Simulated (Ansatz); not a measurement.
`CCO[SiH2]C`, charge 0, multiplicity 1.

Problem. Give a relaxed structure at PBE0-D4/def2-TZVP (the Gaussian-basis code of Ansatz). (Best estimate.)

Solution. The calculation gave: 
Z-matrix (Å, degrees):
```
C
C 1 1.508
H 1 1.092 2 110.5
H 1 1.093 2 110.4 3 120.1
H 1 1.092 2 110.5 3 -119.8
O 2 1.413 1 109.4 3 59.8
H 2 1.099 1 110.2 3 -61.1
H 2 1.099 1 110.2 3 -179.2
Si 6 1.646 2 122.8 1 179.1
C 9 1.856 6 107.5 2 -179.9
H 9 1.493 6 109.9 2 58.9
H 9 1.493 6 109.8 2 -58.8
H 10 1.092 9 110.7 6 60.0
H 10 1.092 9 110.7 6 -60.2
H 10 1.093 9 110.4 6 179.9
```
Point group Cs.
This is one stationary point; other conformers may exist.
